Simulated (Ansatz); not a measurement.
Reaction (ligand exchange at the Sb–S bond): `Cl[SiH2][S][SbH2]` + H₂Te → `[SbH2][TeH]` + `S[SiH2]Cl`

Computed with Ansatz on PBE0-D4/def2-TZVP structures; ΔE is electronic, products minus reactants. CCSD(T)/CBS adds triple-zeta CCSD(T) − MP2 to the extrapolated MP2 energy (def2 sets, frozen cores). Functionals use def2-TZVPP. Elements past krypton have def2 core potentials. For Sb, Te outer-core shells are correlated without core-valence functions, which leaves a few kJ/mol of doubt a bond. One conformer a species, not always the lowest.

CCSD(T)/CBS gives -26.0 kJ/mol.

(1) Another level gave -27.0 kJ/mol. Which?
A. PBE0-D4/def2-TZVPP
B. revPBE-D4/def2-TZVPP
C. PBE0/def2-TZVPP
D. HF/def2-TZVPP

Largest T1 diagnostic among the species: 0.012.

Results:

(1) A. PBE0-D4 -27.0, PBE0 -31.2, revPBE-D4 -21.3, HF/def2-TZVPP -35.6 kJ/mol.

The D4 term adds +7.7 kJ/mol with B3LYP and +4.2 kJ/mol with PBE0; it sums over pairs of atoms, weighted by their polarisabilities, and B3LYP, whose exchange is more repulsive, gets the larger term. Leaving LDA and LC-ωPBE aside and taking each functional with its dispersion term where it has one, the values, not all of them listed here, spread over 14.5 kJ/mol, from B2PLYP to B97M-V. LDA lies +3.7 kJ/mol from PBE without D4.

CCSD(T)/CBS has its own doubt, a few kJ/mol and more with outer-core shells, so smaller differences from it don't rank the levels.

B3LYP here is the variant with VWN-RPA as its local correlation; programs differ in this.
